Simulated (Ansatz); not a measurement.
Wavefunction ladder for BFH5NOSi (`N[SiH2]OBF`)

Cartesian coordinates in Å:
```
N 1.636 1.103 -0.581
Si 0.085 0.745 0.008
O -0.229 -0.894 0.036
B -1.269 -1.650 0.406
F -2.378 -1.081 0.882
H 2.457 0.964 -0.016
H 1.848 1.054 -1.563
H -0.907 1.367 -0.897
H -0.004 1.233 1.402
H -1.238 -2.841 0.323
```

The species carries charge 0 and has multiplicity 1. Geometry: relaxed with PBE0-D4/def2-TZVP. It is one conformer, not always the lowest. Frozen core, restricted reference, Ansatz. CBS rows extrapolate triple and quadruple zeta; past MP2 they add the triple-zeta difference.

| basis | HF (Eh) | MP2 corr. |
| --- | --- | --- |
| def2-TZVPP | -545.60620 | -0.91355 |
| def2-QZVPP | -545.62826 | -0.98863 |

Question: Estimate the CCSD correlation energy and the (T) correction in each basis where they were run (hartree).

Answer: 
| basis | CCSD corr. | (T) |
| --- | --- | --- |
| def2-TZVPP | -0.94409 | -0.03176 |
| CBS(def2) | -1.07480 | as TZ |
